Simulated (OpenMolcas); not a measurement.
A ladder of methods for CH2FNOSn (SMILES O=C=[N][SnH2][F])

The species is CH2FNOSn (7 atoms), meant as a singlet with charge 0. As SMILES, `O=C=[N][SnH2][F]`. The shape is that of a PBE0-D4/def2-TZVP optimisation. This is one conformer, not always the lowest.

```xyz
7

O    -0.2217   -2.8693   -0.9316
C    -0.1215   -1.9068   -0.2838
N    -0.0209   -0.9582    0.4494
Sn    0.1574    1.0316    0.3185
F    -0.8771    1.5100   -1.2201
H    -0.6186    1.6961    1.6652
H     1.7638    1.4285   -0.0432
```

Each level gives the energy change with the Sn4–F5 bond stretched from 1.915 to 2.202 Å (eV). The values are calculated.

```csv
level,kind,program,value (eV),CPU time (all runs)
HF/def2-SVP (core potential) (unrestricted),Hartree–Fock,OpenMolcas,0.72,24 s
SVWN5/def2-SVP (core potential) (restricted),LDA,OpenMolcas,0.59,53 s
PBE/def2-SVP (core potential) (restricted),GGA,OpenMolcas,0.43,68 s
M06-L/def2-SVP (core potential) (restricted),meta-GGA,OpenMolcas,0.49,83 s
TPSS/def2-SVP (core potential) (restricted),meta-GGA,OpenMolcas,0.47,88 s
r2SCAN/def2-SVP (core potential) (restricted),meta-GGA,OpenMolcas,0.55,89 s
B3LYP/def2-SVP (core potential) (restricted),global hybrid,OpenMolcas,0.52,68 s
M06-2X/def2-SVP (core potential) (restricted),hybrid meta-GGA,OpenMolcas,0.62,73 s
```

The first shape isn't each level's own minimum. The values span 0.43 to 0.72 eV. Times are those of the runs behind each value, whatever else they computed, on shared processors of several kinds: orders of magnitude only.
